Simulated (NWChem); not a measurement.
# GeH2Br2; SMILES [Br][GeH2][Br]

Results from NWChem. The geometry was optimised at PBE0/def2-SVP. Level r2SCAN/def2-SVP: energy and gradient on several grids; changes count from the extra-fine grid, which is no exact limit either.

Task: Which is the coarsest grid (xcoarse; xfine; fine; coarse; medium) from which on the energy stays within 500 μHa and each gradient component within 500 μHa/bohr of xfine?

Result: medium.
```tsv
grid	size of the energy change (μHa)	largest change of a gradient component (μHa/bohr)
xcoarse	2000	4000
coarse	200	1000
medium	20	90
fine	< 10	< 30
xfine	< 10	< 30
```
